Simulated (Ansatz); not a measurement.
Cd(Me)(SMe) (C₂H₆CdS), SMILES C[S][Cd][CH3]. Atoms are numbered in the order given.

```xyz
10

Cd    -0.4960     0.6497    -0.1855
C     -2.0893     1.9823     0.1654
H     -2.5419     1.7770     1.1475
H     -2.8627     1.8636    -0.6085
H     -1.7301     3.0223     0.1522
S      1.2898    -0.8559    -0.5218
C      1.5788    -0.7388    -2.3327
H      0.7036    -1.0581    -2.9171
H      2.4081    -1.4242    -2.5603
H      1.8788     0.2726    -2.6435
```

The structure is a stationary point at r2SCAN-D4/def2-SVP. The def2 effective core potentials stand for the cores of Cd; spin–orbit coupling is left out. Other conformers were not sampled.

Two levels are set side by side: PBE-D3(BJ)/def2-SVP (Ansatz, a first-principles code) and r2SCAN-D4/def2-SVP (Ansatz). Each level has its own optimised geometry; the coordinates shown are those of the second. Differences are taken from unrounded values.

| quantity | r2SCAN-D4 |
|---|---|
| mean bond length (Å) | 1.434 |
| bond Cd1–C2 (Å) | 2.106 |
| bond Cd1–S6 (Å) | 2.360 |
| bond S6–C7 (Å) | 1.838 |
| bond C2–H3 (Å) | 1.101 |
| bond C2–H4 (Å) | 1.101 |
| bond C2–H5 (Å) | 1.100 |
| bond C7–H8 (Å) | 1.100 |
| bond C7–H9 (Å) | 1.100 |
| bond C7–H10 (Å) | 1.100 |

### Question
What does PBE-D3(BJ) give, and how far is it from r2SCAN-D4? (Estimate from the structure and the level; the computed values follow.)

### Answer

```
quantity              PBE-D3(BJ)  PBE-D3(BJ) minus r2SCAN-D4
--------------------  ----------  --------------------------
mean bond length (Å)       1.442                       0.009
bond Cd1–C2 (Å)            2.119                       0.013
bond Cd1–S6 (Å)            2.375                       0.015
bond S6–C7 (Å)             1.844                       0.006
bond C2–H3 (Å)             1.108                       0.007
bond C2–H4 (Å)             1.107                       0.007
bond C2–H5 (Å)             1.107                       0.007
bond C7–H8 (Å)             1.107                       0.007
bond C7–H9 (Å)             1.108                       0.008
bond C7–H10 (Å)            1.107                       0.008
```

On these quantities the two levels nearly agree.
